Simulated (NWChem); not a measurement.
System: C2HAlN2O2; SMILES O=C=[N][AlH][N]=C=O

Here is an NWChem input.

```
start job
memory heap 200 mb stack 900 mb global 1100 mb
geometry units angstroms
  Al    -0.548594    -0.847255     0.255448
  H     -1.353580    -2.062746     0.641280
  N      1.013415    -0.561433     1.068887
  C      2.054703    -0.408758     1.641223
  O      3.056671    -0.261944     2.192007
  N     -1.208055     0.259572    -0.978755
  C     -1.689597     0.974989    -1.810292
  O     -2.153052     1.663336    -2.610445
end
basis spherical
  * library def2-svp
end
dft
  xc xpbe96 cpbe96
  disp vdw 4
  iterations 150
end
driver
  maxiter 120
end
task dft optimize
task dft freq
```

The level has its own optimisation; frequencies are unscaled.

Q: Predict the main results of this run. (PBE-D3(BJ)/def2-SVP.) Quantities: r Al–H (Å); r Al–N (Å); r C–N (Å); r C–O (Å); highest harmonic frequency (cm⁻¹); lowest (cm⁻¹); zero-point energy (kcal/mol); dipole (D).

A: 
```yaml
r Al–H (Å): 1.574
r Al–N (Å): 1.779
r C–N (Å): 1.214
r C–O (Å): 1.181
highest harmonic frequency (cm⁻¹): 2395
lowest (cm⁻¹): 36
zero-point energy (kcal/mol): 21.3
dipole (D): 1.67
```
